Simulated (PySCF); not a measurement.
**Oxygen: a sound run and one with changed settings**

Sound run: O+ [He] 2s2 2p3, O(2+) [He] 2s2 2p2. Computed with PySCF 2.14 in x2c-SVPall (3s2p1d, 14 functions), with the spin-free X2C one-electron Hamiltonian (Gaussian nucleus). In the sound run the correlated levels freeze 1s2. The sound run starts from symmetry-adapted Hartree-Fock orbitals and uses a fine grid where one is needed.

Changed run: a valence shell is frozen. This setting is unsound on purpose.

```tsv
species	method	sound run (hartree)	changed run (hartree)	converged
O+	MP2	-74.39708	-74.34463	yes
O+	CCSD(T)	-74.41259	-74.34800	yes
O(2+)	MP2	-73.10718	-73.05700	yes
O(2+)	CCSD(T)	-73.13052	-73.05802	yes
```

Ionisation energy of O+:

```
 method  sound run (eV)  changed run (eV)
    UHF          34.716            34.716
    MP2          35.100            35.038
SCS-MP2          34.902            34.823
   CCSD          34.888            35.101
CCSD(T)          34.887            35.102
```

Freezing a valence shell removes pair correlation that changes on ionisation.

For comparison, NIST gives 35.121 eV between the lowest levels.
